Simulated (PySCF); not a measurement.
# Hartree-Fock beside MP2: AlBFH2O anion

All numbers below are calculated, not measured. The program is PySCF 2.14.0, an open-source quantum chemistry code, run on an isolated molecule that a program drew, which may never have been made. The molecule is AlBFH2O anion (charge -1, singlet), drawn as the SMILES string `[O]=[Al][BH2-]F`.

The geometry was optimised and harmonic frequencies were computed with HF and MP2, all in the aug-cc-pV(D+d)Z basis, for the commonest isotopes, with a restricted reference for singlets and an unrestricted one otherwise, and a frozen core in MP2. Each result is a local minimum of its method.

Geometry at the HF minimum:
```xyz
6
AlBFH2O anion, angstrom
O    -2.4027   -1.5283    1.5146
Al   -0.9959   -0.7560    1.5264
B     0.9937    0.4138    1.6641
F     1.7928    0.1184    0.5154
H     1.4985    0.0160    2.7038
H     0.6454    1.5846    1.7069
```

Lengths of the bonds as drawn, in Å (atoms numbered as above):
```
  bond     HF    MP2
O1-Al2  1.605  1.663
Al2-B3  2.312  2.246
 B3-F4  1.430  1.468
 B3-H5  1.222  1.229
 B3-H6  1.222  1.229
```

Rotational constants, in GHz:
| constant | HF | MP2 |
|---|---|---|
| A | 30.27 | 29.27 |
| B | 2.179 | 2.185 |
| C | 2.068 | 2.068 |

Harmonic frequencies in cm^-1, each column in rising order, so a row needn't be the same motion in every method:
| rank | HF | MP2 |
|---|---|---|
| 1 | 104 | 92 |
| 2 | 137 | 123 |
| 3 | 231 | 242 |
| 4 | 359 | ? |
| 5 | 656 | 599 |
| 6 | 938 | 869 |
| 7 | 1035 | 943 |
| 8 | 1081 | 970 |
| 9 | 1099 | 1016 |
| 10 | 1263 | 1187 |
| 11 | 2462 | 2420 |
| 12 | 2481 | 2455 |

**Estimate the missing MP2 frequency from the HF column.**

A single factor s that minimises the squared misfit of MP2 against s times HF over the other rows is sum(HF x MP2) / sum(HF^2) = 0.9639, with an rms misfit of 43 cm^-1. For rank 4 it gives 0.9639 x 359 = 346 cm^-1. The calculation gives 386 cm^-1, 40 cm^-1 above the estimate. The drawn bonds are on average 0.9 % longer in MP2 than in HF.
